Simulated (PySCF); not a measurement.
## YbSi: energy against distance

Set-up: PySCF, spin-free X2C with a Gaussian nucleus, basis sets Yb x2c-SVPall, Si x2c-SVPall. Energies in eV from Yb (4f14 6s2) + Si in their ground configurations at the same level. State: triplet, about 13.9 electrons in the 4f shell (Mulliken).

| R (Å) | PBE |
| --- | --- |
| 2.435 | -1.288 |
| 2.548 | -1.506 |
| 2.661 | -1.610 |
| 2.746 | -1.634 |
| 2.831 | -1.625 |
| 2.916 | -1.590 |
| 3.029 | -1.517 |
| 3.171 | -1.399 |
| 3.341 | -1.242 |
| 3.567 | -1.032 |

Task: Put a parabola through the three lowest points of the PBE curve and estimate Re, k and ωe (reduced mass 24.1 u; 1 eV/Å² = 0.16022 mdyn/Å; ωe = 1302.8·√(k/μ) cm⁻¹).

Result: Through R = 2.661, 2.746, 2.831 Å the second-order coefficient is 2.28 eV/Å², so Re ≈ 2.765 Å, k ≈ 0.732 mdyn/Å and ωe ≈ 227 cm⁻¹. A polynomial fit of higher order to the unrounded PBE energies gives Re = 2.761 Å, k = 0.709 mdyn/Å, ωe = 223 cm⁻¹; anharmonicity and rounding make the difference.

The higher-order fit for each curve: PBE: Re = 2.761 Å, ωe = 223 cm⁻¹, De = 1.63 eV.

These are scalar-relativistic numbers at best; spin–orbit coupling would shift them, the dissociation energy most. The state is the lowest single determinant that the PBE0 search found; with open d or f shells the true ground state can be another one.
